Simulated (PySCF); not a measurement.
Isomers of C4H5N3O2Si, one GFN2-xTB conformer each. Single-point energies are computed at PBE0/pcSseg-1 (PySCF, gas phase, no added dispersion term), electronic only.

Question: Rank them by PBE0/pcSseg-1 energy, lowest first (kcal/mol).
A. `[O:1]=[CH:2][c:3]1[n:4][cH:5][n:6][n:7][c:8]1[O:9][SiH3:10]` with O1–C2–C3–N4 180°, N7–C8–O9–Si10 0°
B. `[O:1]=[CH:2][c:3]1[n:4][n:5]([SiH3:6])[n:7][c:8]1[CH:9]=[O:10]` with O1–C2–C3–N4 180°, N7–C8–C9–O10 0°

Answer: A (0.0), B (5.5).

As drawn, the lower has an Si–O bond, which the higher lacks. GFN2-xTB itself gives, in the same order: 0.0, 25.1. Both levels put the same isomer lowest.

Q: Which frontier levels, dipoles and rotational constants go with these structures?

A: 
```json
{"SMILES": "O=Cc1ncnnc1O[SiH3]", "HOMO (eV, PBE0/pcSseg-1)": "-7.29", "LUMO (eV)": "-3.13", "dipole (D)": "0.67", "A, B, C (MHz)": "1574, 1103, 653.3"}
{"SMILES": "O=Cc1nn([SiH3])nc1C=O", "HOMO (eV, PBE0/pcSseg-1)": "-7.68", "LUMO (eV)": "-2.49", "dipole (D)": "5.41", "A, B, C (MHz)": "1806, 807.0, 561.4"}
```
